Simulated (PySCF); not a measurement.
C4H3F2NSe.
Z-matrix (Å and degrees, PBE0-D3(BJ)/def2-SVP geometry), rows numbered from 1:
```
C 
C   1  1.4919
N   2  1.3080  1  120.64
Se  3  1.8148  2  110.81  1  -179.43
C   4  1.8625  3   89.01  2    -0.07
F   5  1.3128  4  124.46  3  -179.92
C   5  1.3634  4  109.40  3    -0.07
F   7  1.3266  2  122.34  1    -0.85
H   1  1.1004  2  110.91  3  -130.10
H   1  1.0969  2  109.43  3    -9.05
H   1  1.1017  2  110.57  3   110.88
```

Linear response at wB97X-D/def2-SVPD (PySCF, frozen core in the response, non-relativistic). Geometry: PBE0-D3(BJ)/def2-SVP; no solvent, vibrations or thermal averaging. The wB97X-D/def2-SVPD calculation is non-relativistic and has no spin–orbit coupling, an omission that weighs most on selenium.

Static isotropic polarisability: 78.43 au (11.62 Å³), principal values 53.2, 78.5, 103.6 au.

**Question.** What is the polarisability at 1064 nm and at the sodium D line?

**Answer.** 79.30 au at 1064 nm (+1.1 %), 81.42 au at 589.3 nm (+3.8 %). The rise at 589.3 nm is 3.46 times that at 1064 nm; a pure ω² law gives 3.26. The lowest singlet lies at 262 nm, shorter than both wavelengths.

**Question.** What is the isotropic C6 coefficient between two such molecules, C6 = (3/π)∫α(iω)² dω?

**Answer.** 2442 au (Eh·bohr⁶) by a ten-point quadrature over imaginary frequencies, which is 1460 eV·Å⁶ or 141 J·nm⁶/mol.

**Question.** Which effective excitation energy ω̄ makes London's formula C6 = (3/4)α²ω̄ exact here?

**Answer.** ω̄ = 4·C6/(3α²) = 0.529 Eh = 14.4 eV. A one-pole form α(ω) = α/(1 − ω²/ω̄²) fitted to the 1064 nm value gives 11.2 eV.

**Question.** What n − 1 at the D line would an ideal gas of it have at 273.15 K and 1 atm (2.6868 × 10¹⁹ cm⁻³), by n − 1 = 2π·N·α′?

**Answer.** 20.37 × 10⁻⁴, a formal value whether or not that pressure can be reached.

**Question.** What three-body coefficient follows from the one-pole estimate C9 = (3/4)·α·C6?

**Answer.** 144000 au. This is an estimate from the two numbers above, not a computed integral.

**Question.** How many electrons N does the Slater–Kirkwood formula C6 = (3/4)·√N·α^(3/2) need to give this C6?

**Answer.** N = (4·C6/3)²/α³ = 22.0; the species has 86 electrons in all.

**Question.** How anisotropic is the static polarisability, by Δα² = ½[(α1 − α2)² + (α2 − α3)² + (α3 − α1)²]?

**Answer.** Δα = 43.7 au, or 0.56 of the isotropic value.

**Question.** The lowest 6 singlets have (eV, f): 4.73, 0.000; 5.24, 0.135; 5.41, 0.003; 5.57, 0.001; 5.86, 0.053; 6.33, 0.087. What share of the static polarisability do they carry in the sum over states α = Σ f/ω²?

**Answer.** 6.47 au, 8.2 % of α; the largest term, 3.63 au, is that of the state at 5.24 eV. Their oscillator strengths add up to 0.28. Higher states carry the rest.

The run took about 2.1 min of CPU time (one thread, shared machine). This is the whole response run at wB97X-D/def2-SVPD, SCF included.

The pairwise dispersion term of wB97X-D wasn't added to the energies; at a given geometry it leaves orbitals and properties as they are.
